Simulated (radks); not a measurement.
Task: V2+, 21 electrons, occupied as [Ar] 3d3. All-electron calculation, scalar-relativistic Kohn-Sham, PBE, spin-polarised, spherical densities, finite nucleus; open shells are filled with parallel spins first; Fermi nuclear charge, rms radius 3.6002 fm. Program: a radial shooting solver on a logarithmic mesh with Libxc functionals. Some entries of the table are withheld. Estimate them.

| orbital | occ. | eigenvalue (eV) | r(max) (bohr) |
|---|---|---|---|
| 1s down | 1 | -5381.090 | 0.04349 |
| 1s up | 1 | -5381.069 | 0.04349 |
| 2s up | 1 | -619.1497 | 0.2556 |
| 2s down | 1 | -618.1339 | 0.2555 |
| 2p up | 3 | -519.5882 | 0.2081 |
| 2p down | 3 | -518.8107 | 0.2080 |
| 3s up | 1 | -87.8689 | 0.8202 |
| 3s down | 1 | -84.8713 | 0.8202 |
| 3p up | 3 | (1) | (2) |
| 3p down | 3 | (3) | (4) |
| 3d up | 3 | (5) | 0.8881 |
| 3d down | 0 | (6) | 0.8930 |

Result: 
(1) 3p up eigenvalue (eV): -61.6710
(2) 3p up r(max) (bohr): 0.8460
(3) 3p down eigenvalue (eV): -58.7063
(4) 3p down r(max) (bohr): 0.8460
(5) 3d up eigenvalue (eV): -22.3431
(6) 3d down eigenvalue (eV): -19.5692
